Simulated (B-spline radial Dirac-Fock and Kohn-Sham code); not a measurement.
How core holes in Kr⁺ decay

System: the Kr⁺ ion, 1s2 2s2 2p6 3s2 3p6 3d10 4s2 4p5.

The computed values come from a radial atomic solver: one-electron (LDA, Dirac) transition rates at Dirac-Fock energies.

Partial widths are in eV. Coster-Kronig decay leaves a hole in the same principal shell; its rates are the weakest part of the model, often 1.5 to 2.5 times too large and more for N holes. Holes without an open Auger channel, or with an unreliable SCF state, are not listed.

```
 hole  radiative   Auger  Coster-Kronig   total  fluorescence yield  lifetime (fs)
   1s       1.72   0.938              0    2.66               0.647          0.248
   2s     0.0178   0.761           5.52    6.30             0.00282          0.104
2p1/2     0.0258    1.11         0.0801    1.21              0.0213          0.542
   3s   0.000195  0.0675           5.46    5.52            3.53e-05          0.119
3p1/2   0.000322  0.0643           1.80    1.87            0.000173          0.353
3d3/2   6.49e-06  0.0715              0  0.0716            9.07e-05           9.20
3d5/2   6.14e-06  0.0739              0  0.0739            8.30e-05           8.91
```
